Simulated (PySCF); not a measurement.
## Two-component Hartree-Fock for Ru⁴⁰⁺ (ruthenium, charge +40)

Start: [He] 2s2. Calculated with PySCF 2.14 in an uncontracted even-tempered set (17 s from 19 bohr⁻², ratio 2.4; 12 p from 25 bohr⁻², ratio 2.4; 5 d from 79 bohr⁻², ratio 2.6; 4 f from 120 bohr⁻², ratio 2.6): generalised Hartree-Fock with the X2C-1e Hamiltonian and a Gaussian nucleus; one run each with spin-orbit coupling (SO) switched off, then screened by Boettger's factors.

```
spinor shell  electrons  ε, spin-free (eV)  ε, screened SO (eV)  weight of nominal j (screened SO)  rms radius, screened SO (bohr)
       1s1/2          2           -25784.1             -25784.1                              1.000                          0.0381
       2s1/2          2            -6134.7              -6134.7                              1.000                           0.147
```

```tsv
quantity	spin-free	screened SO
E (hartree)	-2417.06343	-2417.06343
M_J	0	0
⟨J²⟩	0.000	0.000
⟨L²⟩	0.000	0.000
⟨S²⟩	0.000	0.000
```

Breit and QED terms are absent; they matter most for the inner s and p1/2 levels.

Densities and radii are taken from the X2C orbitals without a picture-change correction, which distorts them close to the nucleus.

Without spin-orbit coupling the j labels of p, d and f shells carry no meaning; the spin-free column gives the mean over the occupied spinors of each nl shell.
